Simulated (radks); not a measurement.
The numbers below are computed, except where a source is named.
These are the eigenvalues of the occupied orbitals of an atom or ion with whole-number occupations (eV). Code: a radial shooting solver on a logarithmic mesh with Libxc functionals. Model: non-relativistic Kohn-Sham, PBE, spin-polarised, spherical densities, point nucleus.

1s up: -63769.86
1s down: -63769.85
2s up: -10497.74
2s down: -10497.56
2p up: -10063.11
2p down: -10062.97
3s up: -2411.485
3s down: -2411.428
3p up: -2210.079
3p down: -2210.018
3d up: -1834.680
3d down: -1834.567
4s up: -498.2406
4s down: -498.1035
4p up: -414.0873
4p down: -413.9414
4d up: -260.7890
4d down: -260.6085
5s up: -84.5627
5s down: -82.7416
4f up: -60.9943
4f down: -60.6558
5p up: -60.2245
5p down: -58.1256
5d up: -24.2253
6s up: -19.3790

Which element is it, and in what charge state? The configuration may be excited. Open shells, if any, are filled with parallel spins first.

Answer. Z = 74, tungsten, charge +2: W2+ in [Xe] 4f14 5d3 6s1. The list shows which subshells hold electrons but not how many an open one holds; the 1s level, -2343.5 hartree, gives Z - s = 68.5 by -(Z - s)^2/2, which with screening narrows Z to a few neighbours, and the depths of the outer levels then fix element, charge and occupations together.
